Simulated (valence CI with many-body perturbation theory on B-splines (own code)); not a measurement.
# Dy²⁶⁺: E2, M1 decay

Level of theory: relativistic CI+MBPT: four valence electrons over a frozen Dirac-Fock core [Kr], radial functions for each j: 7 s, 7 p, 8 d, 6 f, 4 g, 1 h, with the one-electron correlation potential Σ1 (screened to all orders), the two-electron term Σ2, the three-electron term Σ3, Breit, model QED; selected single and double excitations, second order for the rest, scaled by the run's own slope (own B-spline code, finite nucleus).

The last digits are not significant, and no measured levels were compared; by estimate large intervals hold to a few tenths of a per cent, small ones and those within an open d or f shell to about a per cent. The list stops below the first excitations out of the core.

Lines 1 to 50 of 120 in falling wavelength, among levels below 100.368 eV, chosen from the decays that carry over 1 % of a level's rate. Wavelengths and rates use the calculated energies. Electric multipoles are in the length gauge, E1 and E2 with the static RPA response of the core. S is in atomic units (e²a₀⁴ for E2 and M2, e²a₀⁶ for E3), for M1 in squared Bohr magnetons. Weak lines are less certain than strong ones. Lines between different terms over intervals too small for the method are left out, as are lines whose strength nearly cancels. The highest levels of a list are the least certain.

Levels are named by their leading jj configuration (3d3/2^4 stands for four electrons in 3d with j = 3/2), which in mixed levels can hold well under half, so a name can repeat and another be missing. Letters in brackets count levels of one name in rising energy.

```tsv
λ vac (Å)	Upper	Lower	Type	A (s⁻¹)	S (a.u.)
18780	(4d3/2^3 4d5/2) J=3	(4d3/2^3 4d5/2) J=4	M1	1.96e+00	3.37e+00
16890	(4d3/2^3 4d5/2) J=4	(4d3/2^3 4d5/2) J=2	E2	7.92e-07	8.74e-03
11540	(4d3/2^2 4d5/2^2) J=6	(4d3/2^2 4d5/2^2) J=5	M1	5.71e+00	4.22e+00
8893	(4d3/2^3 4d5/2) J=3	(4d3/2^3 4d5/2) J=2	M1	3.47e+01	6.33e+00
6345	(4d3/2^2 4d5/2^2) J=2 [b]	(4d3/2^2 4d5/2^2) J=1	M1	3.83e+01	1.81e+00
5759	(4d3/2^2 4d5/2^2) J=5	(4d3/2^2 4d5/2^2) J=4 [a]	M1	5.34e+01	4.16e+00
5333	(4d3/2^2 4d5/2^2) J=4 [b]	(4d3/2^2 4d5/2^2) J=5	M1	1.40e+01	7.07e-01
3744	(4d3/2^3 4d5/2) J=2	(4d3/2^3 4d5/2) J=1	M1	6.02e+02	5.85e+00
3414	(4d3/2^2 4d5/2^2) J=1	(4d3/2^2 4d5/2^2) J=0 [a]	M1	3.56e+02	1.58e+00
3297	(4d3/2^2 4d5/2^2) J=4 [b]	(4d3/2^2 4d5/2^2) J=3 [a]	M1	2.64e+02	3.16e+00
3119	(4d3/2^2 4d5/2^2) J=3 [b]	(4d3/2^2 4d5/2^2) J=3 [a]	M1	6.55e+01	5.16e-01
3047	(4d3/2^2 4d5/2^2) J=2 [d]	(4d3/2^2 4d5/2^2) J=2 [c]	M1	1.30e+02	6.82e-01
2882	(4d3/2^2 4d5/2^2) J=2 [b]	(4d3/2^2 4d5/2^2) J=2 [a]	M1	2.81e+02	1.25e+00
2790	(4d3/2 4d5/2^3) J=3 [c]	(4d3/2 4d5/2^3) J=2 [a]	M1	4.39e+02	2.48e+00
2769	(4d3/2^2 4d5/2^2) J=4 [b]	(4d3/2^2 4d5/2^2) J=4 [a]	M1	5.78e+01	4.10e-01
2642	(4d3/2^2 4d5/2^2) J=3 [b]	(4d3/2^2 4d5/2^2) J=4 [a]	M1	5.44e+01	2.60e-01
2552	(4d3/2 4d5/2^3) J=3 [b]	(4d3/2 4d5/2^3) J=3 [a]	M1	2.80e+02	1.21e+00
2401	(4d3/2 4d5/2^3) J=1 [b]	(4d3/2 4d5/2^3) J=0	M1	3.18e+02	4.89e-01
2184	(4d3/2^2 4d5/2^2) J=4 [a]	(4d3/2^3 4d5/2) J=3	M1	6.20e+02	2.15e+00
2179	(4d3/2^2 4d5/2^2) J=2 [c]	(4d3/2^2 4d5/2^2) J=1	M1	1.31e+02	2.51e-01
2141	(4d3/2 4d5/2^3) J=2 [b]	(4d3/2 4d5/2^3) J=2 [a]	M1	7.11e+02	1.29e+00
2104	(4d3/2 4d5/2^3) J=3 [a]	(4d3/2^2 4d5/2^2) J=4 [b]	M1	4.13e+02	1.00e+00
1985	(4d3/2 4d5/2^3) J=4 [a]	(4d3/2^2 4d5/2^2) J=5	M1	3.76e+02	9.81e-01
1966	(4d3/2 4d5/2^3) J=2 [a]	(4d3/2^2 4d5/2^2) J=2 [c]	M1	1.09e+03	1.54e+00
1956	(4d3/2^2 4d5/2^2) J=4 [a]	(4d3/2^3 4d5/2) J=4	M1	3.90e+03	9.73e+00
1939	(4d3/2^2 4d5/2^2) J=3 [a]	(4d3/2^3 4d5/2) J=3	M1	2.93e+03	5.55e+00
1928	(4d3/2^3 4d5/2) J=1	(4d3/2^4) J=0	M1	4.16e+03	3.31e+00
1857	(4d3/2 4d5/2^3) J=3 [b]	(4d3/2^2 4d5/2^2) J=2 [c]	M1	1.48e+02	2.45e-01
1856	(4d3/2 4d5/2^3) J=3 [c]	(4d3/2^2 4d5/2^2) J=2 [d]	M1	1.07e+02	1.77e-01
1832	(4d3/2 4d5/2^3) J=1 [b]	(4d3/2^2 4d5/2^2) J=2 [d]	M1	2.24e+03	1.53e+00
1752	(4d3/2 4d5/2^3) J=1 [a]	(4d3/2^2 4d5/2^2) J=2 [b]	M1	9.84e+02	5.89e-01
1665	(4d3/2 4d5/2^3) J=5	(4d3/2^2 4d5/2^2) J=4 [b]	M1	2.62e+03	4.93e+00
1653	(4d3/2 4d5/2^3) J=1 [b]	(4d3/2 4d5/2^3) J=1 [a]	M1	3.63e+02	1.82e-01
1634	(4d3/2^2 4d5/2^2) J=2 [a]	(4d3/2^3 4d5/2) J=2	M1	2.21e+03	1.79e+00
1614	(4d3/2 4d5/2^3) J=4 [a]	(4d3/2^2 4d5/2^2) J=3 [a]	M1	7.33e+02	1.03e+00
1610	(4d3/2^2 4d5/2^2) J=0 [b]	(4d3/2 4d5/2^3) J=1 [a]	M1	9.27e+02	1.43e-01
1592	(4d3/2 4d5/2^3) J=3 [c]	(4d3/2^2 4d5/2^2) J=4 [c]	M1	1.83e+03	1.91e+00
1592	(4d3/2^2 4d5/2^2) J=3 [a]	(4d3/2^3 4d5/2) J=2	M1	2.43e+03	2.54e+00
1588	(4d3/2^2 4d5/2^2) J=2 [d]	(4d3/2^2 4d5/2^2) J=2 [b]	M1	8.20e+02	6.09e-01
1563	(4d3/2^2 4d5/2^2) J=2 [d]	(4d3/2^2 4d5/2^2) J=3 [b]	M1	6.47e+02	4.58e-01
1542	(4d3/2^2 4d5/2^2) J=2 [c]	(4d3/2^2 4d5/2^2) J=2 [a]	M1	7.19e+02	4.89e-01
1476	(4d3/2 4d5/2^3) J=4 [a]	(4d3/2^2 4d5/2^2) J=4 [a]	M1	5.88e+03	6.32e+00
1460	(4d3/2^2 4d5/2^2) J=5	(4d3/2^3 4d5/2) J=4	M1	2.74e+03	3.48e+00
1426	(4d3/2 4d5/2^3) J=5	(4d3/2^2 4d5/2^2) J=6	M1	1.54e+03	1.82e+00
1416	(4d3/2 4d5/2^3) J=2 [b]	(4d3/2 4d5/2^3) J=1 [a]	M1	9.20e+02	4.84e-01
1373	(4d3/2 4d5/2^3) J=1 [a]	(4d3/2^2 4d5/2^2) J=1	M1	4.09e+03	1.18e+00
1345	(4d3/2 4d5/2^3) J=6	(4d3/2^2 4d5/2^2) J=6	M1	3.20e+03	3.75e+00
1324	(4d3/2^2 4d5/2^2) J=4 [c]	(4d3/2^2 4d5/2^2) J=5	M1	4.06e+02	3.15e-01
1296	(4d3/2^2 4d5/2^2) J=6	(4d3/2^3 4d5/2) J=4	E2	2.60e-01	1.10e-02
1289	(4d3/2^2 4d5/2^2) J=0 [a]	(4d3/2^3 4d5/2) J=1	M1	1.82e+04	1.44e+00
```
